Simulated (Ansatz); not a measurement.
Cost and result up the ladder for SnCl₄O₂H₄ (relaxed from a model of trans-Sn(H2O)2Cl4, whose bonding it doesn't keep) (11 atoms). The state is a singlet with charge 0. Geometry: r2SCAN-D4/def2-SVP.

Cartesian coordinates in Å:
```
Cl 0.0857 1.4651 -1.8842
Cl -0.0744 -1.4246 1.9416
Cl -2.3700 -0.1784 -0.2348
Cl 2.3971 0.1164 0.2129
O -0.4413 1.6678 1.4959
O 0.4473 -1.6712 -1.4904
Sn 0.0089 -0.0050 0.0082
H -0.3905 1.1941 2.3486
H -1.3928 1.8330 1.3549
H 1.4154 -1.7673 -1.4021
H 0.3146 -1.2301 -2.3508
```

Ansatz on 4 threads of Arm Neoverse V2 on a shared host. Times are rough, and most runs start from the orbitals of an earlier one. PBE0-D4/def2-TZVP serves as the yardstick here, not as an exact answer. Differences are given only for rows in sets of like size (and for xTB, whose basis is part of the method), since another set adds its own error. Binding counts from free atoms at the same level (Cl doublet, O triplet, Sn triplet, H doublet; other spins of the atoms weren't run), without zero-point energy or a counterpoise term.

In the def2 sets Sn takes a core potential, while STO-3G treats all electrons; there is no spin–orbit coupling. HSE06 is defined as in plane-wave codes, on full-range PBE exchange. Correlated methods freeze 26 core orbitals; core or outer-core shells of Sn are correlated, in sets that lack core-valence functions. The rows differ in basis, and correlated rows in double-zeta sets carry the largest basis error. Another isomer (singlet) lies 0.29 eV lower at PBE0-D4/def2-TZVP; other spin states weren't run for this one.

Correlated methods converge slowly with the basis, most of all in double-zeta sets.

| level | functions | binding energy per atom (eV) | difference from PBE0-D4/def2-TZVP (eV) |
| --- | --- | --- | --- |
| PBE-D4/def2-TZVP (with forces) | 284 | 3.15 | 0.09 |
| PBE0-D4/def2-TZVP | 284 | 3.06 | 0.00 |
| BLYP-D4/def2-TZVP | 284 | 3.05 | -0.01 |
| HSE06-D4/def2-TZVP | 284 | 3.06 | 0.00 |
| CCSD(T)/def2-SVP | 146 | 2.85 | – |
| MP2/def2-TZVP | 284 | 3.05 | -0.01 |
| PBE-D4/def2-SVP | 146 | 3.16 | – |
| HF/STO-3G | 77 | 2.65 | – |
| HF/def2-TZVP | 284 | 2.05 | -1.01 |
| r2SCAN-D4/def2-TZVP | 284 | 3.11 | 0.05 |
| PBE0-D4/def2-SVP | 146 | 3.07 | – |

Problem. Estimate how long each takes.

Solution. HF/STO-3G 0.55 s; PBE-D4/def2-SVP 1.6 s; PBE0-D4/def2-SVP 2.7 s; BLYP-D4/def2-TZVP 3.9 s; PBE-D4/def2-TZVP (with forces) 4.4 s; HF/def2-TZVP 6 s; PBE0-D4/def2-TZVP 8 s; r2SCAN-D4/def2-TZVP 8 s; HSE06-D4/def2-TZVP 8 s; MP2/def2-TZVP 8 s; CCSD(T)/def2-SVP 35 s. On shared hardware such times vary by a factor of up to 3.
